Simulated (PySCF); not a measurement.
This PySCF input asks for the NMR shieldings of SMILES C=C[P@TB19](C)(C)(C)CC, C7H17P; the geometry comes from GFN2-xTB.

```python
import basis_set_exchange as bse
import numpy as np
from pyscf import gto, dft
from pyscf.prop import nmr

atoms = """
C    -2.807885    0.295742    0.879378
C    -1.636363   -0.273189    1.098688
P    -0.156612   -0.021672    0.046757
C    -0.280436    0.485013   -1.735801
C    -0.068195    1.853866    0.586491
C    -0.358827   -1.901779   -0.499873
C     1.490895   -0.379482    0.831513
C     2.603185   -0.186526   -0.191415
H    -2.949509    1.021631    0.095526
H    -3.677896    0.067584    1.475985
H    -1.518490   -1.013806    1.880063
H     0.157336   -0.262713   -2.390687
H    -1.348041    0.547648   -1.949535
H     0.169610    1.458310   -1.908719
H    -0.126260    1.937453    1.672652
H     0.851127    2.341806    0.261663
H    -0.903243    2.418640    0.172985
H    -0.437740   -2.573485    0.354836
H     0.476384   -2.247459   -1.109454
H    -1.269067   -2.019271   -1.090023
H     1.494292   -1.407583    1.197729
H     1.635087    0.299229    1.673737
H     2.606393    0.834565   -0.566375
H     2.469843   -0.858929   -1.035733
H     3.573477   -0.391448    0.258747
"""
names = dict.fromkeys(["C", "P", "H"], "pcSseg-1")
basis = {el: gto.basis.parse(bse.get_basis(n, elements=[el], fmt="nwchem")) for el, n in names.items()}
mol = gto.M(atom=atoms, basis=basis, charge=0, verbose=0)
mf = dft.RKS(mol, xc="PBE0")
mf.grids.level = 2
mf.grids.alignment = dft.numint.BLKSIZE   # the property module wants whole blocks of grid points
mf.conv_tol = 1e-9
mf.kernel()

calc = nmr.RKS(mf)   # GIAO
C = mf.mo_coeff
Co = C[:, mf.mo_occ > 0]
resp = mf.gen_response(singlet=True, hermi=2)
def vind(x):   # induced exchange potential for any number of trial vectors
    d = np.einsum("pi,xij,qj->xpq", C, 2 * x.reshape(-1, C.shape[1], Co.shape[1]), Co, optimize=True)
    return np.einsum("xpq,pi,qj->xij", resp(d - d.transpose(0, 2, 1)), C, Co, optimize=True).ravel()
mo1, _ = nmr.rhf.solve_mo1(calc, with_cphf=vind)
sigma = calc.kernel(mo1)
for i, s in enumerate(sigma):   # ppm
    w = np.linalg.eigvalsh((s + s.T) / 2)
    print("%2d %-2s iso %8.1f  s11 %8.1f  s22 %8.1f  s33 %8.1f" % (i, mol.atom_pure_symbol(i), w.mean(), *w))
```

Problem. What are the results?

Solution. 
```
 0 C  iso     64.9  s11    -50.1  s22     73.6  s33    171.2
 1 C  iso     36.6  s11    -94.7  s22     46.5  s33    157.9
 2 P  iso    471.3  s11    236.1  s22    556.7  s33    621.2
 3 C  iso    160.2  s11    117.3  s22    176.4  s33    187.0
 4 C  iso    156.4  s11    133.4  s22    152.6  s33    183.4
 5 C  iso    158.6  s11    140.1  s22    151.3  s33    184.4
 6 C  iso    150.7  s11    110.6  s22    163.9  s33    177.6
 7 C  iso    178.0  s11    170.7  s22    177.7  s33    185.6
 8 H  iso     26.0  s11     22.4  s22     24.8  s33     30.9
 9 H  iso     25.9  s11     23.6  s22     24.6  s33     29.5
10 H  iso     24.8  s11     21.3  s22     24.6  s33     28.6
11 H  iso     30.7  s11     27.0  s22     29.4  s33     35.8
12 H  iso     29.6  s11     27.0  s22     29.0  s33     32.7
13 H  iso     30.9  s11     27.3  s22     29.2  s33     36.1
14 H  iso     32.0  s11     29.2  s22     29.6  s33     37.3
15 H  iso     31.2  s11     27.9  s22     30.8  s33     34.9
16 H  iso     31.1  s11     27.9  s22     30.4  s33     34.8
17 H  iso     31.7  s11     28.7  s22     29.5  s33     37.1
18 H  iso     31.2  s11     27.7  s22     30.6  s33     35.4
19 H  iso     31.8  s11     29.0  s22     30.8  s33     35.6
20 H  iso     30.1  s11     26.6  s22     28.7  s33     35.0
21 H  iso     30.0  s11     26.7  s22     28.6  s33     34.7
22 H  iso     30.3  s11     25.8  s22     29.7  s33     35.5
23 H  iso     30.3  s11     25.9  s22     29.7  s33     35.4
24 H  iso     30.2  s11     24.9  s22     27.4  s33     38.3
```

These numbers come from an equivalent density-fitted implementation of the same equations, which agrees with the script to about 0.01 ppm for H and up to a few tenths of a ppm for heavy atoms, so last digits may differ.

Problem. Turn these shieldings into chemical shifts. Chemical shifts δ = σref − σ; 13C (186.93 ppm) and 1H (31.72 ppm) vs TMS; 31P (318.38 ppm) vs H3PO4, all at this level.

Solution. Averaging equivalent atoms: C 1: 150.4; C 0: 122.0; C 6: 36.2; C 4/5: 29.4; C 3: 26.7; C 7: 8.9; P 2: -153.0; H 10: 6.89; H 9: 5.81; H 8: 5.70; H 21: 1.70; H 20: 1.61; H 22/23/24: 1.44; H 11/12/13: 1.32; H 14/15/16/17/18/19: 0.20 ppm. Experimental scales use liquid or dissolved standards, which lie at an offset from isolated H3PO4.

Size and cost of the density-fitted run: 228 basis functions, of the order of 2.1 core-minutes.
